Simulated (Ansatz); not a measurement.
Isolated molecules relaxed with PBE0-D4/def2-TZVP in Ansatz; ΔE leaves out vibrations. CCSD(T)/CBS adds triple-zeta CCSD(T) − MP2 to the extrapolated MP2 energy (def2 sets, frozen cores). This one scheme is used for every species. Functionals use def2-TZVPP. For Se outer-core shells are correlated without core-valence functions, which leaves a few kJ/mol of doubt a bond. Scalar relativity is left out up to krypton. Each species was taken in one conformer, which may not be the lowest.

Consider the formal exchange of groups at the Se–Si bond: `[OH][AlH][SiH2][SeH]` + `BCl` → `ClB[SeH]` + `[OH][AlH][SiH3]`.

```
               species  PBE-QIDH energy (Eh)
`[OH][AlH][SiH2][SeH]`           -3010.73031
                 `BCl`            -486.00916
            `ClB[SeH]`           -2887.00776
     `[OH][AlH][SiH3]`            -609.73762
```

Task: Work out ΔE.

Result: ΔE = (-2887.00776) + (-609.73762) − (-3010.73031) − (-486.00916) = -0.00591 Eh = -3.7 kcal/mol. CCSD(T)/CBS gives -3.4 kcal/mol.

Largest T1 diagnostic among the species: 0.014.

From r2SCAN to r2SCAN0 (25 % exact exchange), in def2-TZVPP and without D4, ΔE moves by +0.9 kcal/mol. In def2-TZVPP, CCSD(T) changes the Hartree–Fock value by −2.6 kcal/mol (the triples alone add −0.4 kcal/mol) and MP2 by −2.2 kcal/mol. The D4 term adds +1.0 kcal/mol with B3LYP and +0.6 kcal/mol with PBE0; it sums over pairs of atoms, weighted by their polarisabilities, and B3LYP, whose exchange is more repulsive, gets the larger term.

B3LYP here is the variant with VWN-RPA as its local correlation; programs differ in this.
